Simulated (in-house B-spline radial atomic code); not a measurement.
# Ionising neutral tin with different functionals

Computed with an all-electron radial atomic-structure program (B-spline basis): scalar-relativistic (spin-free X2C) Hamiltonian, Fermi nucleus of rms radius 4.6519 fm, spin-polarised at highest spin, spherical fractional occupations for the functionals, and exact exchange of hybrids averaged over the configuration. The ionisation energy is the difference of two self-consistent energies, [Kr] 4d10 5s2 5p2 → [Kr] 4d10 5s2 5p1, without Breit or QED terms; ε is the level of the shell that loses the electron (its least bound occupied spin orbital). There is no spin-orbit coupling in this Hamiltonian.

```csv
method,rung,ΔSCF (eV),-ε(5p) (eV)
PBE0,global hybrid,7.35,5.06
B3LYP,global hybrid,7.29,4.78
TPSSh,global hybrid,7.34,4.55
BHandHLYP,global hybrid,7.18,5.70
r2SCAN0,global hybrid,7.51,5.24
B97-1,global hybrid,7.14,4.71
HSE06,range-separated hybrid,?,?
wB97X,range-separated hybrid,?,?
CAM-B3LYP,range-separated hybrid,7.30,6.12
LC-wPBE,range-separated hybrid,7.42,7.44
```

Q: What does wB97X give?

A: ΔSCF 7.09 eV, and -ε(5p) = 6.90 eV.

Q: What does HSE06 give?

A: ΔSCF 7.34 eV, and -ε(5p) = 4.65 eV.

Q: Among the functionals, which spreads more, the ΔSCF values or the orbital energies?

A: The orbital energies: ΔSCF values span about 0.42 eV and the orbital energies 2.90 eV; here energy differences depend much less on the functional than eigenvalues do.

Q: How do they compare with the NIST value?

A: NIST lists 7.344 eV (measured, ground level to ground level). Errors run from -0.25 to +0.16 eV; HSE06 is closest (-0.00 eV), but part of that can be cancellation, since the calculations leave out spin-orbit coupling, Breit-QED terms, multiplet and fine-structure energies.
